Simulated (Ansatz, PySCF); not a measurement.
C2H2F, SMILES C=[C]F (connectivity only; charge and spin as stated), charge +1, multiplicity 1. Atoms are numbered in the order given.

```xyz
5

C      0.0000     0.0000    -1.2536
C      0.0000     0.0000     0.0054
F      0.0000     0.0000     1.2097
H      0.0000    -0.9502    -1.8006
H      0.0000     0.9502    -1.8006
```
Charge +1, spin multiplicity 1.

Geometry optimised at PBE0-D3(BJ)/def2-TZVP. The spin state was assumed, not searched. The isomer is the one that the SMILES or the coordinates give; other isomers of the formula were not compared.

Two levels are set side by side: PBE-D3(BJ)/def2-TZVP (Ansatz, a first-principles code) and PBE0-D3(BJ)/def2-TZVP (Ansatz). Each level has its own optimised geometry; the coordinates shown are those of the second. Frequencies come from the Hessian of PySCF at each geometry. Differences are taken from unrounded values.

| quantity | PBE0-D3(BJ) | PBE-D3(BJ) | PBE-D3(BJ) minus PBE0-D3(BJ) |
|---|---|---|---|
| mean bond length (Å) | 1.164 | 1.174 | 0.010 |
| bond C1–C2 (Å) | 1.259 | 1.268 | 0.009 |
| bond C2–F3 (Å) | 1.204 | 1.218 | 0.014 |
| bond C1–H4 (Å) | 1.096 | 1.105 | 0.008 |
| bond C1–H5 (Å) | 1.096 | 1.105 | 0.008 |
| highest harmonic wavenumber (cm⁻¹) | 3138 | 3042 | -96 |
| mean harmonic wavenumber (cm⁻¹) | 1455 | 1402 | -53 |
| zero-point energy (kcal/mol) | 18.72 | 18.04 | -0.68 |

Exact exchange shortens and stiffens bonds; PBE has none. Differences between two approximate levels are no errors against the true value.
